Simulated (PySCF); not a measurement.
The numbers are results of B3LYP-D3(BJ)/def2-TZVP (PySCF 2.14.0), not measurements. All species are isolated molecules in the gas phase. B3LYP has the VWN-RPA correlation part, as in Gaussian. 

Reference species (SMILES): `F[Si](F)F` (neutral, multiplicity 2).

```yaml
dipole_moment: 1.22 D
```

Changed species: `F[SiH2]` (radical fragment; the reference has radical fragment).

Q: What does the change do to the dipole moment?

A: the dipole moment rises by 0.04 D, to 1.26 D.
